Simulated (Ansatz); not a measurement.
System: C$_{2}$H$_{10}$O$_{4}$Si$_{2}$, net charge 0, singlet state. 
Coordinates optimised at B3LYP-D3(BJ)/def2-TZVP (Ansatz, an electronic-structure program):
SMILES: C[SiH](C)O[Si](O)(O)O
```xyz
18

C     -1.5861    -0.8742     1.8498
Si    -1.5995    -0.8159    -0.0148
C     -2.6944     0.5548    -0.6484
O     -0.0585    -0.5848    -0.5797
Si     1.2517     0.2927    -0.2219
O      2.1671     0.4667    -1.5696
O      0.6883     1.6997     0.3997
O      2.2272    -0.3752     0.9074
H     -2.5848    -1.0820     2.2415
H     -0.9110    -1.6508     2.2143
H     -1.2525     0.0822     2.2583
H     -2.0439    -2.1194    -0.5660
H     -2.3367     1.5205    -0.2846
H     -2.6999     0.5829    -1.7399
H     -3.7250     0.4218    -0.3107
H      1.7059     0.5669    -2.4057
H      1.3236     2.2727     0.8361
H      2.8838    -1.0049     0.5998
```
Charge 0, spin multiplicity 1.

Dipole moments at this geometry, in debye (magnitudes).

```csv
level,program,dipole (D)
BLYP/def2-TZVPD,Ansatz,0.52
revPBE/def2-TZVPD,Ansatz,0.52
BHLYP/def2-TZVPD,Ansatz,0.53
r2SCANh/def2-TZVPD,Ansatz,0.54
wB97M-V/def2-TZVPD,Ansatz,?
CCSD(T)/aug-cc-pV(D+d)Z,Ansatz,?
```

Q: Complete the blanks.

A: 
- wB97M-V/def2-TZVPD, dipole (D): 0.55
- CCSD(T)/aug-cc-pV(D+d)Z, dipole (D): 0.52
